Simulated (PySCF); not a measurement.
# Partial charges of `C#C[C@@H](/C=C/[SiH3])NC=O`

Species: C₆H₉NOSi.
Geometry (GFN2-xTB, Å), atoms numbered from 1 in this order:
```
atom  x, y, z in Å
C1    -2.3519    2.3142   -0.4040
C2    -1.7100    1.3050   -0.4522
C3    -0.9311    0.0770   -0.4368
C4     0.4011    0.3187    0.2328
C5     1.5756    0.1397   -0.3526
Si6    3.2428    0.3977    0.4800
N7    -1.6696   -0.9688    0.2627
C8    -1.8609   -2.1874   -0.2695
O9    -1.4747   -2.5462   -1.3529
H10   -2.9131    3.2007   -0.4008
H11   -0.7819   -0.2882   -1.4605
H12    0.3358    0.6471    1.2627
H13    1.5820   -0.1903   -1.3854
H14    4.0161    1.3683   -0.2969
H15    3.0274    0.8953    1.8397
H16    3.9530   -0.8822    0.5201
H17   -2.0175   -0.7490    1.1823
H18   -2.4318   -2.8455    0.4131
```

Density: PBE0/pcSseg-1 (PySCF); schemes: Mulliken, IAO, Hirshfeld and ESP-fitted. One conformer (not necessarily the lowest) at the GFN2-xTB geometry, without solvent, vibrations or thermal averaging.

Question: For which atoms does the sign change between the 4 schemes (beyond +0.03 e in one, beyond −0.03 e in another)?

Answer: C2 and C3.

Question: At which atom do the 4 schemes differ most?

Answer: At C3: from -0.077 (Mulliken) to +0.756 e (ESP-fitted), 0.833 e apart.

Question: Tabulate the Mulliken, IAO, Hirshfeld and ESP-fitted charges.

Answer: In e:

```csv
atom,environment,Mulliken,IAO,Hirshfeld,ESP-fitted
C1,terminal alkyne carbon,-0.335,-0.231,-0.108,-0.301
C2,alkyne carbon,+0.298,-0.037,-0.045,-0.293
C3,sp3 carbon bound to nitrogen,-0.077,-0.030,+0.038,+0.756
C4,alkene CH carbon,-0.070,-0.118,-0.037,-0.411
C5,alkene CH carbon,-0.365,-0.420,-0.133,-0.230
Si6,SiH3 silicon,+0.553,+0.616,+0.319,+0.432
N7,amide nitrogen,-0.445,-0.332,-0.096,-0.656
C8,amide carbonyl carbon,+0.421,+0.310,+0.134,+0.485
O9,amide oxygen,-0.434,-0.483,-0.282,-0.518
H10,alkyne hydrogen,+0.051,+0.205,+0.096,+0.285
H11,methine hydrogen,+0.162,+0.195,+0.060,+0.043
H12,vinylic hydrogen,+0.101,+0.140,+0.041,+0.194
H13,vinylic hydrogen,+0.130,+0.156,+0.049,+0.141
H14,Si–H hydrogen,-0.085,-0.117,-0.074,-0.102
H15,Si–H hydrogen,-0.102,-0.120,-0.074,-0.100
H16,Si–H hydrogen,-0.082,-0.117,-0.074,-0.102
H17,amide N–H hydrogen,+0.202,+0.278,+0.139,+0.341
H18,formyl hydrogen,+0.076,+0.106,+0.049,+0.036
```

Mean size of the charges over all atoms: ESP-fitted 0.301 e, IAO 0.223 e, Mulliken 0.222 e, Hirshfeld 0.103 e. Each set sums to the total charge, 0, to within 0.001 e. The Mulliken scheme gives each basis function's population to the atom it is centred on and halves the overlap population of two atoms between them.

Question: How closely do the schemes follow one another over all atoms?

Answer: Correlation coefficient and root-mean-square difference: IAO with Hirshfeld 0.97, 0.150 e; Mulliken with IAO 0.93, 0.105 e; Mulliken with Hirshfeld 0.86, 0.175 e; Hirshfeld with ESP-fitted 0.77, 0.277 e; IAO with ESP-fitted 0.75, 0.239 e; Mulliken with ESP-fitted 0.66, 0.274 e.

Question: How many electrons does the Mulliken scheme count on Si6?

Answer: Z − q = 14 − (+0.553) ≈ 13.446.

These values come from a run that also computed NMR shieldings. Time: 72 s of wall time; peak memory 0.92 GiB. Hardware: one thread, Arm Neoverse N1 (aarch64), no GPU, shared host with 64 logical CPUs at a one-minute load of 63.
